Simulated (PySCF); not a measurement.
# Basis and Hamiltonian dependence of the ionisation energy of Kr²⁺

Kr²⁺ [Ar] 3d10 4s2 4p4 (3P) → Kr³⁺ [Ar] 3d10 4s2 4p3 (4S). Calculated with PySCF 2.14 from differences of total energies of unrestricted determinants, without spin-orbit coupling. Values in eV.

```csv
basis,Hamiltonian,functions,UHF,PBE,PBE0,MP2 (valence),CCSD(T) (valence),CCSD(T) (valence and next inner shell)
cc-pVDZ-PP with ECP10MDF,ECP,23,34.238,n/a,35.422,34.632,34.657,n/a
cc-pVDZ-DK,spin-free X2C,27,34.233,n/a,n/a,34.637,34.661,n/a
aug-cc-pVDZ-PP with ECP10MDF,ECP,32,34.247,35.398,35.430,34.662,34.696,n/a
jorge-DZP-DKH,spin-free X2C,43,34.148,n/a,n/a,34.300,34.311,n/a
pcseg-2,non-relativistic,43,34.319,35.513,n/a,35.005,35.145,n/a
Sapporo-DKH3-DZP-2012,spin-free X2C,43,34.433,n/a,n/a,34.863,34.896,n/a
def2-TZVP,non-relativistic,48,34.301,35.490,n/a,34.994,35.135,n/a
x2c-TZVPPall,spin-free X2C,48,34.347,35.536,35.556,35.050,35.190,35.228
x2c-TZVPall,spin-free X2C,48,34.347,n/a,35.556,35.050,35.190,n/a
"x2c-TZVPPall with one added diffuse shell each of s, p, d type",spin-free X2C,57,34.339,35.531,35.550,35.044,n/a,35.223
"aug-cc-pVTZ-PP with one added diffuse shell each of s, d, f type with ECP10MDF",ECP,68,34.336,35.440,35.482,35.057,35.200,n/a
aug-cc-pVQZ-DK,spin-free X2C,93,34.330,35.519,35.538,35.170,35.327,n/a
"x2c-QZVPPall with one added diffuse shell each of s, p, d, f type",spin-free X2C,113,34.333,35.524,35.542,35.174,n/a,n/a
aug-cc-pV5Z-PP with ECP10MDF,ECP,136,34.338,35.443,35.482,35.241,n/a,n/a
```

Frozen in the all-electron rows: valence: [Ar] 3d10; valence and next inner shell: [Ne]; with a core potential, the same shells as far as they lie outside it.

Non-relativistic rows lack the scalar-relativistic shift.

Between the lowest levels the reference is 35.838 ± 0.02 eV (measured; NIST Atomic Spectra Database, ionization energies); it includes spin-orbit coupling, which these numbers lack.
